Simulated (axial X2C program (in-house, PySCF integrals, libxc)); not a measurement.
**Outer orbitals of SnS⁻ at 2.310 Å, PBE50**

Calculated with an in-house relativistic program for diatomic molecules. Spin-free means the one-electron spin-free X2C Hamiltonian; two-component (2c) means X2C with spin–orbit coupling and atomic mean-field two-electron Coulomb and Gaunt terms, so the difference of the two also holds small scalar two-electron terms. Basis: Sn dyall-acv3z [12s13p10d5f1g], S dyall-av3z [9s8p3d2f] (cores contracted in-house); Gaussian nuclei, density fitting, unrestricted open shells. Masses: Sn 119.902 u, S 31.972 u.

The distance is close to the 2c PBE0 minimum; the highest filled and lowest empty levels are listed.

Spin-free orbitals, state M_S = 1/2, Λ = 1 (beyond evenly filled blocks: π+α) (Löwdin shares):

```
symmetry  occupied  ε (eV)             atomic character
     δ+α       yes  -26.01                    100% Sn d
     δ-α       yes  -25.96                    100% Sn d
      σα       yes  -25.93                     99% Sn d
      σβ       yes  -25.90                     99% Sn d
     δ-β       yes  -25.89                    100% Sn d
     δ+β       yes  -25.89                    100% Sn d
     π+α       yes  -25.86                    100% Sn d
     π-α       yes  -25.83                    100% Sn d
     π-β       yes  -25.80                    100% Sn d
     π+β       yes  -25.80                    100% Sn d
      σα       yes  -15.09    69% S s, 9% Sn p, 9% Sn s
      σβ       yes  -14.94   69% S s, 10% Sn p, 8% Sn s
      σα       yes   -8.05    55% Sn s, 29% S p, 8% S s
      σβ       yes   -7.31    52% Sn s, 34% S p, 7% S s
     π+α       yes   -3.28   71% S p, 21% Sn p, 4% Sn d
      σα       yes   -3.12  47% S p, 34% Sn p, 13% Sn s
      σβ       yes   -2.87  43% S p, 35% Sn p, 16% Sn s
     π-α       yes   -2.77   72% S p, 19% Sn p, 5% Sn d
     π+β       yes   -2.72   75% S p, 14% Sn p, 6% Sn d
     π-β       yes   -2.72   75% S p, 14% Sn p, 6% Sn d
     π+α       yes   -0.12  62% Sn p, 15% S p, 11% Sn d
     π-α        no    2.57   73% Sn p, 10% Sn d, 9% S p
      σα        no    2.91           72% Sn p, 26% Sn s
     π-β        no    3.01    85% Sn p, 6% Sn d, 5% S p
     π+β        no    3.01    85% Sn p, 6% Sn d, 5% S p
```

Spinors with spin–orbit coupling (state Ω = 1/2):

| ω | occupied | ε (eV) | atomic character | λ mixture |
| --- | --- | --- | --- | --- |
| 3/2 | yes | -26.53 | 100% Sn d | 85% δ, 15% π |
| -3/2 | yes | -26.43 | 100% Sn d | 82% δ, 18% π |
| 1/2 | yes | -26.42 | 99% Sn d | 58% π, 42% σ |
| -1/2 | yes | -26.40 | 99% Sn d | 54% π, 46% σ |
| -5/2 | yes | -25.47 | 100% Sn d | 100% δ |
| 5/2 | yes | -25.40 | 100% Sn d | 100% δ |
| 1/2 | yes | -25.39 | 99% Sn d | 58% σ, 42% π |
| -1/2 | yes | -25.38 | 99% Sn d | 54% σ, 46% π |
| -3/2 | yes | -25.35 | 100% Sn d | 82% π, 18% δ |
| 3/2 | yes | -25.34 | 100% Sn d | 85% π, 15% δ |
| -1/2 | yes | -15.05 | 69% S s, 9% Sn p, 9% Sn s | 100% σ |
| 1/2 | yes | -14.87 | 69% S s, 10% Sn p, 8% Sn s | 100% σ |
| -1/2 | yes | -8.00 | 55% Sn s, 29% S p, 8% S s | 100% σ |
| 1/2 | yes | -7.25 | 51% Sn s, 34% S p, 7% S s | 100% σ |
| 1/2 | yes | -3.30 | 69% S p, 23% Sn p, 3% Sn f | 98% π, 2% σ |
| -1/2 | yes | -3.08 | 47% S p, 34% Sn p, 12% Sn s | 100% σ |
| 1/2 | yes | -2.82 | 44% S p, 34% Sn p, 16% Sn s | 98% σ, 2% π |
| -3/2 | yes | -2.71 | 73% S p, 18% Sn p, 5% Sn d | 100% π |
| -1/2 | yes | -2.68 | 74% S p, 15% Sn p, 6% Sn d | 100% π |
| 3/2 | yes | -2.62 | 76% S p, 14% Sn p, 6% Sn d | 100% π |
| 1/2 | yes | -0.20 | 61% Sn p, 16% S p, 11% Sn d | 100% π |
| -3/2 | no | 2.65 | 76% Sn p, 10% Sn d, 8% S p | 100% π |
| -1/2 | no | 2.92 | 74% Sn p, 24% Sn s | 99% σ, 1% π |
| -1/2 | no | 2.99 | 84% Sn p, 7% Sn d, 6% S p | 99% π, 1% σ |
| 3/2 | no | 3.03 | 87% Sn p, 6% Sn d, 4% S p | 100% π |

(1) How does the gap between the highest filled and lowest empty level change from the spin-free to the 2c table?

Mulliken charges and populations of the two-component result (they depend on the basis, above all on diffuse functions):

Sn -0.01 e (s 9.80 p 20.08 d 20.10 f 0.02), S -0.99 e (s 6.00 p 10.92 d 0.06 f 0.01). ⟨Lz⟩ = 1.00 ħ and ⟨Sz⟩ = -0.50 ħ (-0.47 and -0.03 on the two atoms), which add up to Ω.

Occupations by symmetry block were frozen at the best pattern of an incomplete PBE0 search. Density functionals use the spin component along the axis (collinear). The functionals have no current-density term, which raises determinants with orbital currents, atoms included. The highest occupied level of some functionals is positive through self-interaction error; at Hartree–Fock it is bound.

Answers

(1) From 2.69 to 2.85 eV at PBE50, a change of 0.16 eV.
